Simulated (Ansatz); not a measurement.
Reaction (formal exchange of groups at a C–O bond): `CC#CO` + `C[SiH3]` → `CC#C[SiH2]C` + H₂O

Calculated with Ansatz (gas phase, PBE0-D4/def2-TZVP geometries, no zero-point term in ΔE). CCSD(T)/CBS is the MP2 limit (def2-TZVPP, def2-QZVPP) plus CCSD(T) − MP2 in def2-TZVPP, frozen cores. This one scheme is used for every species. DFT in def2-TZVPP. B3LYP here is the variant with VWN-RPA as its local correlation; programs differ in this. Each species was taken in one conformer, which may not be the lowest.

(1) Is it downhill or uphill in electronic energy at CCSD(T)/CBS, and by how much? (Estimate.)

(2) What do these levels give: r2SCAN-D4, PBE0-D4, B3LYP-D4, ωB97M-V, PBE0, HF/def2-TZVPP, MP2/def2-TZVPP, CCSD/def2-TZVPP, MP2/def2-QZVPP, HF/CBS(def2), MP2/CBS(def2), CCSD/CBS(def2)? (Best estimate.)

Largest T1 diagnostic among the species: 0.012.

## Answers

(1) Computed: Downhill: ΔE = -1.61 eV.

(2) The calculation gave: r2SCAN-D4 -1.46, PBE0-D4 -1.40, B3LYP-D4 -1.43, ωB97M-V -1.46, PBE0 -1.36, HF/def2-TZVPP -1.41, MP2/def2-TZVPP -1.64, CCSD/def2-TZVPP -1.52, MP2/def2-QZVPP -1.68, HF/CBS(def2) -1.43, MP2/CBS(def2) -1.71, CCSD/CBS(def2) -1.59 eV.

In def2-TZVPP, CCSD(T) changes the Hartree–Fock value by −0.13 eV (the triples alone add −0.02 eV) and MP2 by −0.23 eV. From PBE to PBE0 (25 % exact exchange), in def2-TZVPP and without D4, ΔE moves by −0.04 eV. The D4 term adds −0.06 eV with B3LYP and −0.04 eV with PBE0; it sums over pairs of atoms, weighted by their polarisabilities, and B3LYP, whose exchange is more repulsive, gets the larger term.
